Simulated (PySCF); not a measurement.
**Two-component Hartree-Fock for Te²⁺ (tellurium, charge +2)**

Start: [Kr] 4d10 5s2 5p2; 5p3/2 filled at m_j = +1/2, +3/2. Calculated with PySCF 2.14 in x2c-SVPall-2c with one added diffuse shell each of s, p type (7s9p4d, 54 functions): generalised Hartree-Fock with the X2C-1e Hamiltonian and a Gaussian nucleus; one run each with spin-orbit coupling (SO) switched off, then screened by Boettger's factors. This is a chosen level, not necessarily the ground level.

```json
{"spinor shell": "1s1/2", "electrons": "2", "ε, spin-free (eV)": "-31989.6", "ε, screened SO (eV)": "-31986.4", "weight of nominal j (screened SO)": "1.000", "rms radius, screened SO (bohr)": "0.0319"}
{"spinor shell": "2s1/2", "electrons": "2", "ε, spin-free (eV)": "-5020.3", "ε, screened SO (eV)": "-5019.4", "weight of nominal j (screened SO)": "1.000", "rms radius, screened SO (bohr)": "0.130"}
{"spinor shell": "2p1/2", "electrons": "2", "ε, spin-free (eV)": "-4503.1", "ε, screened SO (eV)": "-4694.1", "weight of nominal j (screened SO)": "1.000", "rms radius, screened SO (bohr)": "0.112"}
{"spinor shell": "2p3/2", "electrons": "4", "ε, spin-free (eV)": "-4503.1", "ε, screened SO (eV)": "-4416.6", "weight of nominal j (screened SO)": "1.000", "rms radius, screened SO (bohr)": "0.117"}
{"spinor shell": "3s1/2", "electrons": "2", "ε, spin-free (eV)": "-1057.7", "ε, screened SO (eV)": "-1057.5", "weight of nominal j (screened SO)": "1.000", "rms radius, screened SO (bohr)": "0.343"}
{"spinor shell": "3p1/2", "electrons": "2", "ε, spin-free (eV)": "-885.28", "ε, screened SO (eV)": "-921.90", "weight of nominal j (screened SO)": "1.000", "rms radius, screened SO (bohr)": "0.335"}
{"spinor shell": "3p3/2", "electrons": "4", "ε, spin-free (eV)": "-885.28", "ε, screened SO (eV)": "-868.55", "weight of nominal j (screened SO)": "1.000", "rms radius, screened SO (bohr)": "0.347"}
{"spinor shell": "3d3/2", "electrons": "4", "ε, spin-free (eV)": "-624.90", "ε, screened SO (eV)": "-631.25", "weight of nominal j (screened SO)": "1.000", "rms radius, screened SO (bohr)": "0.320"}
{"spinor shell": "3d5/2", "electrons": "6", "ε, spin-free (eV)": "-624.90", "ε, screened SO (eV)": "-620.43", "weight of nominal j (screened SO)": "1.000", "rms radius, screened SO (bohr)": "0.323"}
{"spinor shell": "4s1/2", "electrons": "2", "ε, spin-free (eV)": "-213.68", "ε, screened SO (eV)": "-213.64", "weight of nominal j (screened SO)": "1.000", "rms radius, screened SO (bohr)": "0.816"}
{"spinor shell": "4p1/2", "electrons": "2", "ε, spin-free (eV)": "-157.63", "ε, screened SO (eV)": "-164.58", "weight of nominal j (screened SO)": "1.000", "rms radius, screened SO (bohr)": "0.860"}
{"spinor shell": "4p3/2", "electrons": "4", "ε, spin-free (eV)": "-157.63", "ε, screened SO (eV)": "-154.45", "weight of nominal j (screened SO)": "1.000", "rms radius, screened SO (bohr)": "0.885"}
{"spinor shell": "4d3/2", "electrons": "4", "ε, spin-free (eV)": "-73.144", "ε, screened SO (eV)": "-74.030", "weight of nominal j (screened SO)": "0.989", "rms radius, screened SO (bohr)": "1.05"}
{"spinor shell": "4d5/2", "electrons": "6", "ε, spin-free (eV)": "-73.144", "ε, screened SO (eV)": "-72.527", "weight of nominal j (screened SO)": "0.993", "rms radius, screened SO (bohr)": "1.05"}
{"spinor shell": "5s1/2", "electrons": "2", "ε, spin-free (eV)": "-37.151", "ε, screened SO (eV)": "-37.167", "weight of nominal j (screened SO)": "0.999", "rms radius, screened SO (bohr)": "2.14"}
{"spinor shell": "5p3/2", "electrons": "2", "ε, spin-free (eV)": "-27.295", "ε, screened SO (eV)": "-27.152", "weight of nominal j (screened SO)": "0.628", "rms radius, screened SO (bohr)": "2.52"}
```

```tsv
quantity	spin-free	screened SO
E (hartree)	-6788.29798	-6790.13855
M_J	2	2
⟨J²⟩	6.008	6.005
⟨L²⟩	2.005	2.716
⟨S²⟩	2.002	1.681
```

Each row is a mean over spinors that exchange with the open shell spreads, by up to 4.106 eV (5s1/2).

Rows whose weight is well below 1 are mixtures of j = l ± 1/2: exchange outweighs spin-orbit coupling there, and the label is only the starting occupation.

Breit and QED terms are absent; they matter most for the inner s and p1/2 levels.

Densities and radii are taken from the X2C orbitals without a picture-change correction, which distorts them close to the nucleus.

Without spin-orbit coupling the j labels of p, d and f shells carry no meaning; the spin-free column gives the mean over the occupied spinors of each nl shell.
